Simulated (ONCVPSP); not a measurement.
# Varying the ONCV potential for magnesium

Base potential:

```
Element                 : Mg
Generator               : ONCVPSP 4.0.1
Type                    : optimised norm-conserving Vanderbilt (ONCV)
Functional              : PBEsol
Relativity              : scalar-relativistic
Frozen core             : [He]
Valence charge          : 10
Reference configuration : 2s2 2p6 3s2
Partial waves           : 2s+3s: rc 1.30 bohr, ncon 4, nbas 9, qcut 7.9 1/bohr, 2 projectors; 2p: rc 1.10 bohr, ncon 4, nbas 8, qcut 10.1 1/bohr, 2 projectors, debl 0.8 Ha; d scattering state at 0.25 Ha: rc 1.15 bohr, ncon 4, nbas 9, qcut 8 1/bohr, 1 projector
Local potential         : polynomial inside 1.00 bohr (lpopt 5, dvloc0 0 Ha)
Core correction         : Teter function, fcfact 4.5, rcfact 1.2
```

In the p channel the program set the typed energies aside and used -1.711, 0.250 Ha.

Cutoffs, loose and tight: the cutoffs (Ha) at which the residual kinetic energy of the hardest occupied pseudo-wave falls to 1 and 0.1 mHa per electron. They do not see the model core or the augmentation charge, which bear on the density cutoff. Test errors are all-electron minus pseudo excitation energies from the reference, over the configurations 2s2 2p6 3s1; 2s2 2p6 3s0; 2s2 2p6 3s1.5; 2s2 2p5 3s2. A dash means not determined; rows that change the core or the reference have their own tests.

| change | outcome | cutoff, loose | cutoff, tight | bound ghosts | GHOST(+) flags above zero | largest test error (meV) |
| --- | --- | --- | --- | --- | --- | --- |
| base | generated, projector energies reset by the program | 50 Ha | 156 Ha | none | none | +335 |
| core correction Teter function, fcfact 4.6, rcfact 1.2 | generated, projector energies reset by the program | 50 Ha | 156 Ha | none | none | +335 |
| local potential polynomial inside 0.70 bohr (lpopt 4, dvloc0 2 Ha) | generated, projector energies reset by the program | 50 Ha | 156 Ha | none | none | +332 |
| local potential polynomial inside 1.00 bohr (lpopt 5, dvloc0 3 Ha) | generated, projector energies reset by the program | 50 Ha | 156 Ha | none | none | +332 |
| core correction Teter function, fcfact 4.5, rcfact 1.55 | generated, projector energies reset by the program | 50 Ha | 156 Ha | none | none | +335 |
| p: nproj 3 | generated, projector energies reset by the program | 50 Ha | 156 Ha | none | p | +335 |
| s: qcut 7.3 | generated, projector energies reset by the program | 50 Ha | 156 Ha | none | none | +332 |
| p: qcut 9.8 | generated, projector energies reset by the program | 56 Ha | 163 Ha | none | none | +351 |
| s: rc 1.78 | generated, projector energies reset by the program | 50 Ha | 156 Ha | none | none | +335 |

Q: What comes out with this change to the base: p: rc 1.56?

A: outcome: generated, projector energies reset by the program; cutoff, loose: 37 Ha; cutoff, tight: 41 Ha; bound ghosts: none; GHOST(+) flags above zero: none; largest test error (meV): +803.
